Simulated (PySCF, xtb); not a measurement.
C6H11O, SMILES C[C](C)CC(C)=O, multiplicity 2. One conformer was computed; it need not be the lowest.

Harmonic wavenumbers (cm⁻¹) from GFN2-xTB run with xtb 6.7.1 at its own minimum, in rising order: 86, 89, 134, 144, 155, 174, 286, 336, 374, 418, 503, 525, 809, 830, 924, 962, 982, 984, 1015, 1023, 1030, 1084, 1164, 1194, 1311, 1327, 1371, 1396, 1404, 1441, 1455, 1457, 1464, 1474, 1481, 1489, 1707, 2907, 2914, 2951, 2974, 2982, 3007, 3010, 3029, 3040, 3044, 3050.

**Question.** What does B3LYP-D3(BJ)/def2-SVP (PySCF 2.14.0) give at its own minimum? (An estimate is asked for; the answer gives what the named calculation found.)

**Answer.** 48, 87, 101, 133, 142, 149, 311, 340, 390, 426, 525, 591, 770, 792, 891, 932, 972, 985, 1008, 1016, 1048, 1125, 1221, 1257, 1288, 1325, 1366, 1386, 1395, 1431, 1439, 1441, 1447, 1451, 1460, 1463, 1818, 2939, 2971, 3028, 3032, 3041, 3044, 3096, 3099, 3106, 3107, 3159. Paired by order, the mean absolute difference is 34 cm⁻¹ and the zero-point energies are 95.7 and 96.6 kcal/mol.
